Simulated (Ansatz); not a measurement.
Reaction (ligand exchange at the Sn–C bond): `O[CH2][SnH3]` + `C=N` → `C=[N][SnH3]` + CH₃OH

Computed with Ansatz on PBE0-D4/def2-TZVP structures; ΔE is electronic, products minus reactants. CCSD(T)/CBS adds triple-zeta CCSD(T) − MP2 to the extrapolated MP2 energy (def2 sets, frozen cores). This one scheme is used for every species. Functionals use def2-TZVPP. B3LYP here is the variant with VWN-RPA as its local correlation; programs differ in this. HSE06 is defined as in plane-wave codes. Elements past krypton have def2 core potentials. For Sn outer-core shells are correlated without core-valence functions, which leaves a few kJ/mol of doubt a bond. One conformer a species, not always the lowest.

| level | ΔE (kJ/mol) | difference from CCSD(T)/CBS |
| --- | --- | --- |
| LDA (SPW92) | -17.1 | 8.7 |
| PBE-D4 | -21.2 | 4.6 |
| revPBE-D4 | -23.0 | 2.8 |
| BLYP-D4 | -26.4 | -0.6 |
| r2SCAN-D4 | -25.6 | 0.2 |
| B97M-V | -30.4 | -4.6 |
| PBE0-D4 | -22.7 | 3.1 |
| B3LYP-D4 | -27.1 | -1.3 |
| r2SCANh-D4 | -25.6 | 0.2 |
| r2SCAN0-D4 | -25.5 | 0.3 |
| HSE06-D4 | -22.7 | 3.1 |
| BHLYP-D4 | -29.9 | -4.1 |
| CAM-B3LYP-D4 | -27.3 | -1.5 |
| ωB97X-V | -26.2 | -0.4 |
| ωB97M-V | -23.8 | 2.0 |
| B2PLYP | -28.8 | -3.0 |
| PBE | -21.0 | 4.8 |
| revPBE | -21.9 | 3.9 |
| BLYP | -25.9 | -0.1 |
| r2SCAN | -25.6 | 0.2 |
| PBE0 | -22.5 | 3.3 |
| r2SCANh | -25.5 | 0.3 |
| r2SCAN0 | -25.5 | 0.3 |
| HSE06 | -22.6 | 3.2 |
| BHLYP | -29.6 | -3.8 |
| LC-ωPBE | -24.1 | 1.7 |
| HF/def2-SVP | -30.8 | -5.0 |
| MP2/def2-SVP | -29.3 | -3.5 |
| CCSD(T)/def2-SVP | -24.3 | 1.5 |
| HF/def2-TZVPP | -36.0 | -10.2 |
| MP2/def2-TZVPP | -28.8 | -3.0 |
| SCS-MP2/def2-TZVPP | -30.4 | -4.6 |
| CCSD/def2-TZVPP | -25.2 | 0.6 |
| CCSD(T)/def2-TZVPP | -25.2 | 0.6 |
| HF/def2-QZVPP | -36.9 | -11.1 |
| MP2/def2-QZVPP | -29.5 | -3.7 |
| SCS-MP2/def2-QZVPP | -30.9 | -5.1 |
| HF/CBS(def2) | -37.0 | -11.2 |
| MP2/CBS(def2) | -29.4 | -3.6 |
| CCSD/CBS(def2) | -25.8 | 0.0 |
| CCSD(T)/CBS | -25.8 | 0 |

Question: What do rigid-rotor, harmonic-oscillator terms from PBE0-D4/def2-TZVP frequencies (298.15 K, 1 bar) make of the CCSD(T)/CBS value? (An estimate is asked.)

Answer: Ansatz gave: ΔZPE = -0.6 kJ/mol, ΔH = -26.8 kJ/mol, ΔS = -3 J/(mol·K), ΔG = -26.1 kJ/mol.

Largest T1 diagnostic among the species: 0.014.

In def2-TZVPP, CCSD(T) changes the Hartree–Fock value by +10.8 kJ/mol (the triples alone add +0.0 kJ/mol) and MP2 by +7.2 kJ/mol. Leaving LDA and LC-ωPBE aside and taking each functional with its dispersion term where it has one, the values spread over 9.2 kJ/mol, from B97M-V to PBE-D4. LDA lies +3.9 kJ/mol from PBE without D4. From BLYP to BHLYP (50 % exact exchange), in def2-TZVPP and without D4, ΔE moves by −3.7 kJ/mol.
